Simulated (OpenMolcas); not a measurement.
# 4f ions of charge +2 along the row

```yaml
Program: OpenMolcas
Method: SS-CASPT2, IPEA 0.25 Eh, imaginary shift 0.1 Eh
Basis: ANO-R2
Scalar_Hamiltonian: X2C, finite nucleus
Spin-orbit_coupling: state interaction with AMFI integrals over the reference wave functions, term energies averaged over their components
```

Active space: the 4f shell; CASPT2 also correlates the outermost closed s and p core shells.

ζ = ±2S·A comes from the whole width of the ground multiplet by E(J) = (A/2) J(J+1), where its levels are at least 85 % pure. Energies in cm-1.

```tsv
Ion	Configuration	Lowest level	Weight (%)	g	g, pure LS	Next level	E	E measured	ζ	ζ measured
Ce2+	4f2	3H4	97	0.805	0.800	3H5	1678	1528	627	569
Pr2+	4f3	4I* 9/2	98	0.731	0.727	4I* 11/2	1489	1398	739	685
Nd2+	4f4	5I4	97	0.605	0.599	5I5	1253	1138	852	784
Pm2+	4f5	6H* 5/2	96	0.296	0.284	6H* 7/2	887		1006	
Sm2+	4f6	7F0	93			7F1	342	293	1275	1151
Tb2+	4f9	6H* 15/2	95	1.327	1.334	6H* 13/2	2960	2805	1615	1507
Dy2+	4f10	5I8	94	1.243	1.251	5I7	4320		1761	
Ho2+	4f11	4I* 15/2	98	1.197	1.200	4I* 13/2	5580	5439		
Er2+	4f12	3H6	99	1.166	1.167	3F4 [62 %]	5290	5082
```

Measured columns use the levels in Martin, Zalubas and Hagan, Atomic Energy Levels: The Rare-Earth Elements, NSRDS-NBS 60 (1978) (Ce2+, Sm2+, Tb2+); Martin, Zalubas and Hagan, Atomic Energy Levels: The Rare-Earth Elements, NSRDS-NBS 60 (1978); the list in Maison, Palmeri and Quinet, J. Phys. B 58, 015001 (2025) (Pr2+); Ding et al., The Spectrum and Energy Levels of the Low-lying Configurations of Nd III (preprint, 2023) (Nd2+); Martin, Zalubas and Hagan, Atomic Energy Levels: The Rare-Earth Elements, NSRDS-NBS 60 (1978); whole-number values converted from NIST levels in rydberg listed in Nahar, Atoms 12, 24 (2024) (Ho2+); Martin, Zalubas and Hagan, Atomic Energy Levels: The Rare-Earth Elements, NSRDS-NBS 60 (1978); the list in Deprince et al., Eur. Phys. J. D 78, 105 (2024) (Er2+).

The computed ζ goes from 627 (Ce2+) to 1761 cm-1 (Dy2+), a factor of 2.81, rising at every step. It departs from the measured column by +7 to +11 %.

CASPT2 breaks the degeneracy within a term, and the mean is taken; among the low terms the widest spread is 2300 cm-1 (4f3 4G*, Pr2+). Over all roots computed the reference weight is 0.85 to 0.93 in Ce2+, 0.84 to 0.92 in Pr2+, 0.85 to 0.90 in Nd2+; the roots of lowest weight are the least certain, and an intruder state may touch them. The CASPT2 spread within a term exceeds the gap to the next term for 4f3 4F* and 4f3 4S*, 4f3 4S* and 4f3 2H*(1), 4f3 2P* and 4f3 4G* and others, so the order of their levels is uncertain, and so are names and mixing where such terms share a J (figures for Pr2+; the like holds for Nd2+, Pm2+, Dy2+, Ho2+, Er2+). Some levels mix across a computed gap that differs much from the measured one, so their mixing is not that of the real levels (holds for Ce2+; Pr2+; Nd2+; Ho2+). Some terms miss by over 15 % even with CASPT2, which points to a basis or an active space too small for the shells correlated (holds for Ce2+; Pr2+; Nd2+). High states are left out of the spin-orbit mixing, which shifts the levels that they would mix with (holds for Pr2+; Nd2+; Pm2+; Sm2+; Tb2+; Dy2+; Ho2+). Terms from blocks run as CI alone lack orbitals of their own (holds for Sm2+). Some high roots are left out of the spin-orbit mixing, which shifts the levels that they would mix with (holds for Er2+). Computed and measured levels are paired by configuration, term and J; levels that our copy of the source lacks, or whose pairing is in doubt (as where it misses far off the trend of its configuration), stay unpaired and out of the deviations. Levels of configurations outside the active space are missing.

A share in square brackets marks a mixed level and gives the weight of the term that names it, the lowest over the columns. A number in round brackets counts repeated terms of one configuration in the order of the reference energies. * marks odd parity.
